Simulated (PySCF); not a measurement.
C8H8O2.
Z-matrix (Å and degrees, PBE0-D3(BJ)/def2-SVP geometry), rows numbered from 1:
```
O 
C   1  1.2025
O   2  1.3396  1  122.72
C   2  1.5066  1  124.95  3  -177.05
C   4  1.5503  2  117.04  1  -140.09
C   5  1.5356  4   98.09  2    64.45
C   6  1.3366  5  107.10  4    35.97
C   7  1.5363  6  107.13  5     0.03
C   8  1.5321  4   98.16  2  -175.86
C   9  1.3372  8  107.12  4    36.03
H   3  0.9700  2  106.29  1     0.47
H   4  1.1036  2  107.89  1    92.66
H   5  1.0962  4  117.21  2   -60.73
H   6  1.0901  5  124.69  4  -146.85
H   7  1.0900  6  128.21  5   177.37
H   8  1.0959  4  116.93  2    57.97
H   9  1.0905  8  124.76  4  -147.12
H  10  1.0906  5  124.71  4   147.25
```

Level: PBE0/def2-SVPD in PySCF, non-relativistic, on one gas-phase PBE0-D3(BJ)/def2-SVP geometry that isn't relaxed in the solvent. The solvent is an IEF-PCM continuum (Bondi radii, 1.10 Å for H, scaled by 1.2), and excitations are vertical TDDFT with non-equilibrium linear response and a frozen core. The model holds no explicit solvent molecules, cavitation or dispersion.

Gas-phase singlets (H = HOMO, L = LUMO):

```
state  E (eV)  λ (nm)      f  leading configuration
   S1   4.994     248  0.000                H→L 98%
   S2   5.600     221  0.003              H→L+1 78%
   S3   5.742     216  0.012              H-1→L 80%
   S4   5.913     210  0.002            H-2→L+1 41%
   S5   6.369     195  0.007              H→L+2 86%
```

Problem. What are the lowest 5 singlets in chloroform (ε = 4.711)?

Solution. 
| state | E (eV) | λ (nm) | f | leading configuration | change by rank (eV) |
| --- | --- | --- | --- | --- | --- |
| S1 | 4.980 | 249 | 0.000 | H→L 98% | -0.014 |
| S2 | 5.513 | 225 | 0.005 | H→L+1 92% | -0.087 |
| S3 | 5.755 | 215 | 0.020 | H-1→L 83% | +0.013 |
| S4 | 5.923 | 209 | 0.002 | H-2→L+1 51% | +0.010 |
| S5 | 6.433 | 193 | 0.015 | H→L+2 83% | +0.064 |

Problem. Give the list for acetonitrile (ε = 35.69), n² = 1.81.

Solution. 
```
state  E (eV)  λ (nm)      f  leading configuration  change by rank (eV)
   S1   4.991     248  0.000                H→L 98%               -0.003
   S2   5.489     226  0.004              H→L+1 93%               -0.111
   S3   5.764     215  0.019              H-1→L 82%               +0.022
   S4   5.936     209  0.002            H-2→L+1 51%               +0.023
   S5   6.452     192  0.018              H→L+2 43%               +0.083
```

Problem. How do the frontier levels move from gas to acetonitrile?

Solution. 
```json
{"orbital": "LUMO+2", "gas (eV)": "0.48", "solvent (eV)": "0.65", "change (eV)": "+0.17"}
{"orbital": "LUMO+1", "gas (eV)": "0.03", "solvent (eV)": "-0.09", "change (eV)": "-0.12"}
{"orbital": "LUMO", "gas (eV)": "-0.67", "solvent (eV)": "-0.60", "change (eV)": "+0.07"}
{"orbital": "HOMO", "gas (eV)": "-6.78", "solvent (eV)": "-6.74", "change (eV)": "+0.04"}
{"orbital": "HOMO-1", "gas (eV)": "-7.60", "solvent (eV)": "-7.58", "change (eV)": "+0.02"}
{"orbital": "HOMO-2", "gas (eV)": "-8.22", "solvent (eV)": "-8.40", "change (eV)": "-0.18"}
{"orbital": "HOMO-3", "gas (eV)": "-9.38", "solvent (eV)": "-9.44", "change (eV)": "-0.06"}
```

The HOMO–LUMO gap goes from 6.11 to 6.14 eV. Rows go by rank; for HOMO-3 the atom shares or the degeneracy differ between the runs, so the row needn't follow one orbital.

Rough CPU time on one thread of a shared machine: about 80 s. This is the whole response run at PBE0/def2-SVPD in acetonitrile, SCF included.
